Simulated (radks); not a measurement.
Problem. All-electron atom: the thulium ion Tm+ in [Kr] 4d10 4f13 5s1.75 5p6 6s1 5f0.25 (fractional occupations, a model configuration). Method: non-relativistic Kohn-Sham, LDA (Slater exchange, VWN5 correlation), spin-polarised, spherical densities, point nucleus; open shells are filled with parallel spins first (spin-orbit coupling, left out, can overturn this in heavy ions); relativity is left out, which matters for an element this heavy; computed with a radial shooting solver on a logarithmic mesh with Libxc functionals. Some entries of the table are withheld. Estimate them.

orbital  occ.  eigenvalue (eV)  <1/r> (bohr^-1)
1s up       1        -55043.54            68.41
1s down     1        -55043.50            68.41
2s up       1        -8908.859            15.98
2s down     1        -8908.803            15.98
2p up       3        -8513.038            16.01
2p down     3        -8512.995            16.01
3s up       1        -1992.330            6.087
3s down     1        -1991.753            6.088
3p up       3        -1811.779            6.036
3p down     3        -1811.250            6.037
3d up       5        -1474.199            5.950
3d down     5        -1473.804            5.951
4s up       1        -386.8927            2.604
4s down     1        -385.9593            2.603
4p up       3        -314.0097            2.510
4p down     3        -313.0804            2.509
4d up       5        -182.3985            2.301
4d down     5        -181.4744            2.301
5s up       1         -54.1801           0.9811
5s down  0.75         -53.5762           0.9792
5p up       3              (1)           0.8586
5p down     3              (2)           0.8574
4f up       7         -17.2466            1.751
4f down     6         -16.3632            1.747
6s up       1         -10.1300              (3)
6s down     0          -9.2707              (4)
5f up    0.25          -1.8519           0.1155
5f down     0          -1.6897           0.1041

Solution. 
(1) 5p up eigenvalue (eV): -34.9599
(2) 5p down eigenvalue (eV): -34.4023
(3) 6s up <1/r> (bohr^-1): 0.3421
(4) 6s down <1/r> (bohr^-1): 0.3390
